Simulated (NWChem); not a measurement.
# C2H6OSi2; SMILES [SiH2]1C([SiH2]O1)=C

```xyz
11

C      0.0000     0.0000    -2.2920
C      0.0000     0.0000    -0.9559
Si     0.0000     1.2816     0.4338
O      0.0000     0.0000     1.5486
Si     0.0000    -1.2816     0.4338
H      0.0000    -0.9270    -2.8798
H      0.0000     0.9270    -2.8798
H      1.2162     2.1390     0.5550
H     -1.2162     2.1390     0.5550
H      1.2162    -2.1390     0.5550
H     -1.2162    -2.1390     0.5550
```
Atoms are numbered in this order, from 1.

Geometry: optimised at PBE0/def2-SVP. B3LYP is NWChem's, with the RPA form of VWN correlation.

### Question
Give the principal values of the shielding tensors (ppm) of C1, C2, Si3, O4 from B3LYP/6-31G* (spherical d), GIAO (NWChem), with their diamagnetic and paramagnetic parts as GIAO splits them.

### Answer
```csv
atom,σ11,σ22,σ33,isotropic,diamagnetic,paramagnetic
C1,-50.8,43.3,170.2,54.2,259.1,-204.9
C2,-19.2,16.8,124.2,40.6,246.6,-206.0
Si3,339.8,367.0,490.1,399.0,881.5,-482.5
O4,225.9,289.7,340.8,285.5,388.4,-103.0
```
